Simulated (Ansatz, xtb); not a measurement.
# B4FH6N3: 3 structures ranked

3 gas-phase structures of B4FH6N3, from a drawn sample of its isomers (lower ones may exist). Each was relaxed with GFN2-xTB:

A. `BB1NBNB(F)N1`, a singlet
B. `BN1BNB(F)NB1`, a singlet
C. `BN1BNBNB1F`, a singlet

Estimate their order in r2SCAN-D4/def2-SVP energy at these geometries, lowest first.

Calculated order at r2SCAN-D4/def2-SVP: C (0.0), B (0.0), A (30.7) kcal/mol. Less than 1 kcal/mol parts C and B, so the order within that pair means little.

Energies above the lowest of each column, in kcal/mol; the last columns are at B3LYP/def2-SVP geometries:

| structure | GFN2-xTB | HF/STO-3G | r2SCAN-D4/def2-SVP | B3LYP/def2-SVP | CCSD(T)/def2-SVP + ΔMP2/def2-TZVPP |
| --- | --- | --- | --- | --- | --- |
| C | 0.0 | 0.0 | 0.0 | 0.2 | 0.5 |
| B | 0.3 | 0.8 | 0.0 | 0.0 | 0.0 |
| A | 36.0 | 39.6 | 30.7 | 31.4 | 30.8 |

CCSD(T)/def2-SVP + ΔMP2/def2-TZVPP has B and C within 1 kcal/mol of each other at the bottom, and every level picks one of them. CCSD(T)/def2-SVP + ΔMP2/def2-TZVPP orders those it was run on as B (0.0), C (0.5), A (30.8) kcal/mol. Less than 1 kcal/mol parts B and C, so the order within that pair means little. Flexible structures stand in one conformer each, not always the lowest. ΔMP2 is the change of the MP2 energy from the smaller to the larger basis.

Programs: Ansatz 0.2.0, xtb 6.7.1.
